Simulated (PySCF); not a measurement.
**Electronic structure of Pb (lead, neutral) at the BLYP level**

Configuration: [Xe] 4f14 5d10 6s2 6p1 7s1, high-spin 3P determinant (an excited configuration). Computed with PySCF 2.14 in aug-cc-pwCVTZ-DK3 with one added diffuse shell each of s, d, f type (12s10p9d6f1g, 138 functions), with the spin-free X2C one-electron Hamiltonian (Gaussian nucleus).

* Total energy: -20885.12 hartree
* One-electron energy: -28555.78 hartree
* Hartree (Coulomb) energy: 8067.39 hartree
* Exchange-correlation energy: -396.73 hartree
* ⟨S²⟩: 2.0007
* ⟨L²⟩: 2.040
* Sum of ⟨r⟩: 52.50 bohr
* Sum of ⟨r²⟩: 110.9 bohr²
* Traceless quadrupole moment −½Σ⟨3z² − r²⟩ along its main axis: -0.460 e·bohr²
* Langevin diamagnetic susceptibility: -87.8 ×10⁻⁶ cm³/mol
* Time after the integrals: roughly 12 core-seconds

```tsv
shell	electrons	mean orbital energy (eV)	spread (eV)	rms radius, mean of both spins (bohr)
1s α	1	-87736.7	0	0.0181
1s β	1	-87736.7	0	0.0181
2s α	1	-15697.2	0	0.0730
2s β	1	-15697.2	0	0.0730
2p α	3	-13541.6	0.025	0.0673
2p β	3	-13541.5	0.039	0.0673
3s α	1	-3772.7	0	0.186
3s β	1	-3772.7	0	0.186
3p α	3	-3150.6	0.066	0.189
3p β	3	-3150.6	0.079	0.189
3d α	5	-2483.0	0.059	0.173
3d β	5	-2483.0	0.071	0.173
4s α	1	-856.39	0	0.408
4s β	1	-856.38	0	0.408
4p α	3	-650.99	0.136	0.436
4p β	3	-650.97	0.157	0.436
4d α	5	-404.40	0.135	0.463
4d β	5	-404.39	0.157	0.463
5s α	1	-146.69	0	0.905
5s β	1	-146.66	0	0.905
4f α	7	-136.23	0.147	0.497
4f β	7	-136.21	0.174	0.497
5p α	3	-89.393	0.310	1.04
5p β	3	-89.355	0.370	1.04
5d α	5	-24.263	0.360	1.41
5d β	5	-24.149	0.491	1.41
6s α	1	-14.997	0	2.41
6s β	1	-14.555	0	2.41
6p α	1	-5.961	0	3.35
7s α	1	-1.756	0	7.24
```

Spin-orbit coupling, absent here, splits the open shell strongly. The outer electron is Rydberg-like, and this basis confines it to a smaller radius and binds it less than a complete one would.

Densities and radii are taken from the X2C orbitals without a picture-change correction, which distorts them close to the nucleus.
